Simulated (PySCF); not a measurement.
How the method changes the constants of BrF⁻

State: ²Σ⁺ (doublet), unpaired electrons σ ↑. Set-up: basis Br aug-pcseg-1, F aug-pcseg-1; no relativity; PySCF 2.14. De refers to Br + F⁻ in their high-spin ground configurations, without counterpoise correction. The functionals are run spin-unrestricted. A positive dipole points towards F; it is taken about the centre of mass and depends on that origin. Levels whose curve was spin-contaminated or gave no clean fit are not listed.

```json
{"Level": "PBE", "Re (Å)": "2.367", "ωe (cm⁻¹)": "247", "De (eV)": "2.08", "μ (D)": "-2.97", "CPU s a point (SCF and correlation, without the integrals)": "1.4"}
{"Level": "r²SCAN", "Re (Å)": "2.346", "ωe (cm⁻¹)": "261", "De (eV)": "2.09", "μ (D)": "-2.82", "CPU s a point (SCF and correlation, without the integrals)": "2.3"}
{"Level": "M06-L", "Re (Å)": "2.407", "ωe (cm⁻¹)": "239", "De (eV)": "n/a", "μ (D)": "-2.99", "CPU s a point (SCF and correlation, without the integrals)": "1.9"}
{"Level": "PBE0", "Re (Å)": "2.307", "ωe (cm⁻¹)": "283", "De (eV)": "1.93", "μ (D)": "-2.84", "CPU s a point (SCF and correlation, without the integrals)": "2"}
{"Level": "B97-3", "Re (Å)": "2.348", "ωe (cm⁻¹)": "264", "De (eV)": "1.80", "μ (D)": "-3.02", "CPU s a point (SCF and correlation, without the integrals)": "1.1"}
{"Level": "MN15", "Re (Å)": "2.313", "ωe (cm⁻¹)": "283", "De (eV)": "1.76", "μ (D)": "-3.17", "CPU s a point (SCF and correlation, without the integrals)": "2"}
```

The bond length runs from 2.307 Å (PBE0) to 2.407 Å (M06-L). De spans 1.76 eV (MN15, hybrid meta-GGA) to 2.09 eV (r²SCAN, meta-GGA).

Spin–orbit coupling is left out. For an ion De counts to the pair picked by the measured ionisation energies or electron affinities, which need not be the lowest pair at this level. The state is the lowest determinant that a PBE0 search found; another state may lie lower at other levels.

The whole job (state search and all levels along the bond) took about 3.7 min on 1 thread of Arm Neoverse N1 (shared host), peak memory 0.76 GiB.
